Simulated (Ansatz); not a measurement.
One change: `[NH2][GeH2][O][GeH2][NH2]` becomes `N[SiH2][O][GeH2][NH2]`.

Ansatz, PBE0-D4/def2-TZVP geometries, multiplicity 1. Each molecule was computed in one conformer, which needn't be the lowest.

Scalar relativity is left out up to krypton.

```json
{"property": "LUMO energy (PBE0/def2-TZVPP) / eV", "`[NH2][GeH2][O][GeH2][NH2]`": "0.37"}
{"property": "HOMO energy (PBE/def2-TZVPP) / eV", "`[NH2][GeH2][O][GeH2][NH2]`": "-5.79"}
{"property": "size of the dipole moment (B3LYP/def2-TZVPP) / D", "`[NH2][GeH2][O][GeH2][NH2]`": "2.46"}
{"property": "HOMO–LUMO gap (PBE0/def2-TZVPP) / eV", "`[NH2][GeH2][O][GeH2][NH2]`": "7.62"}
{"property": "HOMO energy (ωB97M-V/def2-TZVPP) / eV", "`[NH2][GeH2][O][GeH2][NH2]`": "-9.62"}
{"property": "HOMO–LUMO gap (ωB97M-V/def2-TZVPP) / eV", "`[NH2][GeH2][O][GeH2][NH2]`": "11.47"}
```

Question: Give the same properties after the change, and the shifts. (Best estimate.)

Answer: Computed: 
```tsv
property	`N[SiH2][O][GeH2][NH2]`	shift
LUMO energy (PBE0/def2-TZVPP) / eV	0.47	0.10
HOMO energy (PBE/def2-TZVPP) / eV	-5.98	-0.19
size of the dipole moment (B3LYP/def2-TZVPP) / D	1.86	-0.60
HOMO–LUMO gap (PBE0/def2-TZVPP) / eV	7.89	0.27
HOMO energy (ωB97M-V/def2-TZVPP) / eV	-9.79	-0.17
HOMO–LUMO gap (ωB97M-V/def2-TZVPP) / eV	11.70	0.23
```

With PBE0 the HOMO falls by 0.17 eV and the LUMO rises by 0.10 eV, so the gap widens by about 0.27 eV. PBE moves the HOMO by -0.19 eV and ωB97M-V by -0.17 eV. Dipoles are sizes alone; their direction can turn.

B3LYP here is the variant with VWN-RPA as its local correlation; programs differ in this.
